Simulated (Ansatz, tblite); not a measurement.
Cost and result up the ladder for the cluster Zn₂Se₂⁻ (4 atoms). The state is a doublet with charge -1. Geometry: PBE-D4/def2-SVPD.

Cartesian coordinates in Å:
```
Zn 0.1321 -1.2106 -0.5694
Zn -0.1319 1.2105 0.5691
Se -1.8154 -0.4994 0.6405
Se 1.8152 0.4995 -0.6402
```

Ansatz on 4 threads of Intel Xeon 6975P-C on a shared host; xTB runs through tblite on one thread. Times are rough, summed over both states, and most runs start from the orbitals of an earlier one. CAM-B3LYP-D4/def2-TZVPD serves as the yardstick here, not as an exact answer. The other state is a quartet at its own geometry, which has other bonds, so the gap mixes isomer and spin.

The xTB rows come from tblite. HSE06 is defined as in plane-wave codes, on full-range PBE exchange. Correlated methods freeze 36 core orbitals; core or outer-core shells of Se are correlated, in sets that lack core-valence functions. The structure comes from a short search, and lower isomers may exist.

Run but left out: HF/STO-3G (doublet: ⟨S²⟩ 2.97, where a pure state has 0.75).

Correlated methods converge slowly with the basis.

xTB has no spin-polarisation term.

```csv
level,functions,quartet − doublet (eV),difference from CAM-B3LYP-D4/def2-TZVPD (eV),remarks
MP2/def2-TZVPD,216,1.93,0.24,spin-contaminated (⟨S²⟩ 0.85) (doublet)
HSE06-D4/def2-TZVPD (with forces),216,1.71,0.02,–
PBE0-D4/def2-TZVPD,216,1.71,0.02,–
PBE-D4/def2-TZVPD,216,1.70,0.01,"HOMO above zero (doublet), HOMO above zero (quartet)"
r2SCAN-D4/def2-TZVPD,216,1.69,0.00,–
GFN2-xTB,26,1.85,0.16,–
CAM-B3LYP-D4/def2-TZVPD,216,1.69,0.00,–
GFN1-xTB,26,1.63,-0.06,–
```

Q: Estimate how long each takes.

A: GFN1-xTB 0.004 s; GFN2-xTB 0.005 s; PBE-D4/def2-TZVPD 6.5 s; r2SCAN-D4/def2-TZVPD 15 s; PBE0-D4/def2-TZVPD 15 s; HSE06-D4/def2-TZVPD (with forces) 16 s; CAM-B3LYP-D4/def2-TZVPD 17 s; MP2/def2-TZVPD 22 s. On shared hardware such times vary by a factor of up to 3.
